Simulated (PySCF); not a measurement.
Bi(F)(Me)2 (C₂H₆BiF), SMILES [CH3][Bi]([CH3])[F]. Geometry: PBE-D3(BJ)/def2-SVP. The structure was generated by enumeration; whether it is a known compound was not checked. The def2 effective core potentials stand for the cores of Bi; spin–orbit coupling is left out.

Computed equilibrium geometry at PBE-D3(BJ)/def2-SVP (PySCF confirms it by a frequency run) as Cartesian coordinates in Å, and its point group:
point group Cs.
```xyz
10

Bi    -0.2867    -0.1247     0.0000
F      1.3568    -1.3928     0.0000
C      0.5912     1.2051     1.6467
H      0.1641     0.9412     2.6325
H      0.4028     2.2720     1.4184
H      1.6787     0.9983     1.6386
C      0.5912     1.2051    -1.6467
H      0.1641     0.9412    -2.6325
H      1.6787     0.9983    -1.6386
H      0.4028     2.2720    -1.4184
```
Charge 0, spin multiplicity 1.
